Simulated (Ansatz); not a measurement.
`O[Si](O)(O)[O][Ti]([OH])([OH])[OH]` + `O[SiH2]S` → `O[SiH2]S[Si](O)(O)O` + `[OH][Ti]([OH])([OH])[OH]`  (ligand exchange at the Si–O bond)

Program: Ansatz. Geometries: PBE0-D4/def2-TZVP. ΔE: electronic, gas phase. CCSD(T)/CBS adds triple-zeta CCSD(T) − MP2 to the extrapolated MP2 energy (def2 sets, frozen cores). DFT in def2-TZVPP. For Ti outer-core shells are correlated without core-valence functions, which leaves a few kJ/mol of doubt a bond. Scalar relativity is left out up to krypton. One conformer a species, not always the lowest.

`O[Si](O)(O)[O][Ti]([OH])([OH])[OH]`:

```xyz
15

O    -1.646    2.299   -0.733
Si   -0.657    1.486    0.276
O     0.361    2.507    1.049
O    -1.632    0.665    1.283
O     0.312    0.453   -0.543
Ti    0.714   -1.293   -0.473
O     0.065   -2.136   -1.912
O    -0.130   -1.852    1.045
O     2.478   -1.582   -0.344
H    -1.258    3.044   -1.193
H    -0.011    3.010    1.774
H    -1.334   -0.231    1.493
H    -0.594   -1.919   -2.572
H     0.236   -2.391    1.749
H     3.096   -2.060   -0.898
```

`O[SiH2]S`:

```xyz
7

O     0.435   -0.883   -1.135
Si    0.354    0.394   -0.106
S    -0.917    0.052    1.573
H     0.638   -1.740   -0.756
H     1.662    0.703    0.524
H    -0.132    1.512   -0.940
H    -2.041   -0.037    0.840
```

`O[SiH2]S[Si](O)(O)O`:

```xyz
13

O     0.428   -0.166   -1.901
Si    1.462   -1.039   -0.958
S     0.812   -1.039    1.082
Si   -0.638    0.523    0.886
O    -1.243    0.823    2.363
O    -1.864    0.011   -0.080
O    -0.032    1.880    0.237
H    -0.514   -0.345   -1.791
H     1.557   -2.458   -1.379
H     2.771   -0.365   -1.103
H    -0.640    1.094    3.056
H    -2.389   -0.719    0.255
H     0.290    1.800   -0.667
```

`[OH][Ti]([OH])([OH])[OH]`:

```xyz
9

O     0.492   -0.350   -1.697
Ti    0.000    0.000    0.000
O     0.527   -1.371    1.042
O    -1.788    0.192    0.094
O     0.770    1.529    0.560
H    -0.019   -0.283   -2.505
H     0.988   -1.356    1.881
H    -2.446   -0.398    0.464
H     1.476    2.037    0.160
```

```json
{"level": "PBE0-D4", "ΔE (kcal/mol)": "14.0", "difference from CCSD(T)/CBS": "-3.6"}
{"level": "ωB97X-V", "ΔE (kcal/mol)": "15.9", "difference from CCSD(T)/CBS": "-1.7"}
{"level": "B2PLYP", "ΔE (kcal/mol)": "18.0", "difference from CCSD(T)/CBS": "0.4"}
{"level": "PBE", "ΔE (kcal/mol)": "13.4", "difference from CCSD(T)/CBS": "-4.2"}
{"level": "r2SCAN", "ΔE (kcal/mol)": "15.4", "difference from CCSD(T)/CBS": "-2.2"}
{"level": "SCS-MP2/def2-TZVPP", "ΔE (kcal/mol)": "18.3", "difference from CCSD(T)/CBS": "0.7"}
{"level": "CCSD/def2-TZVPP", "ΔE (kcal/mol)": "19.3", "difference from CCSD(T)/CBS": "1.7"}
{"level": "SCS-MP2/def2-QZVPP", "ΔE (kcal/mol)": "18.1", "difference from CCSD(T)/CBS": "0.5"}
{"level": "MP2/CBS(def2)", "ΔE (kcal/mol)": "16.1", "difference from CCSD(T)/CBS": "-1.5"}
{"level": "CCSD/CBS(def2)", "ΔE (kcal/mol)": "18.6", "difference from CCSD(T)/CBS": "1.0"}
{"level": "CCSD(T)/CBS", "ΔE (kcal/mol)": "17.6", "difference from CCSD(T)/CBS": "0"}
```

Largest T1 diagnostic among the species: 0.024, so the coupled-cluster value is less sure than usual.

From PBE to PBE0 (25 % exact exchange), in def2-TZVPP and without D4, ΔE moves by +1.4 kcal/mol. In def2-TZVPP, CCSD(T) changes the Hartree–Fock value by −4.8 kcal/mol (the triples alone add −1.0 kcal/mol) and MP2 by −6.3 kcal/mol.

CCSD(T)/CBS has its own doubt, a few kJ/mol and more with outer-core shells, so smaller differences from it don't rank the levels.
